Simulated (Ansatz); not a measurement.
`SC[SiH]1CN1` and `C[SiH]1CN1` differ in one atom or group.

Ansatz, PBE0-D4/def2-TZVP geometries, multiplicity 1. Each molecule was computed in one conformer, which needn't be the lowest.

```
                                          property  `SC[SiH]1CN1`
                LUMO energy (PBE0/def2-TZVPP) / eV          -0.02
               LUMO energy (B3LYP/def2-TZVPP) / eV          -0.26
                HOMO energy (PBE0/def2-TZVPP) / eV          -6.55
    size of the dipole moment (PBE/def2-TZVPP) / D           1.30
size of the dipole moment (ωB97M-V/def2-TZVPP) / D           1.40
             HOMO energy (ωB97M-V/def2-TZVPP) / eV          -8.75
```

(1) Give the same properties after the change, and the shifts. (An estimate is asked.)

Results:

(1) The calculation gave: 
```tsv
property	`C[SiH]1CN1`	shift
LUMO energy (PBE0/def2-TZVPP) / eV	0.50	0.52
LUMO energy (B3LYP/def2-TZVPP) / eV	0.25	0.51
HOMO energy (PBE0/def2-TZVPP) / eV	-6.52	0.03
size of the dipole moment (PBE/def2-TZVPP) / D	1.95	0.65
size of the dipole moment (ωB97M-V/def2-TZVPP) / D	2.08	0.68
HOMO energy (ωB97M-V/def2-TZVPP) / eV	-8.80	-0.05
```

Dipoles are sizes alone; their direction can turn.

B3LYP here is the variant with VWN-RPA as its local correlation; programs differ in this.
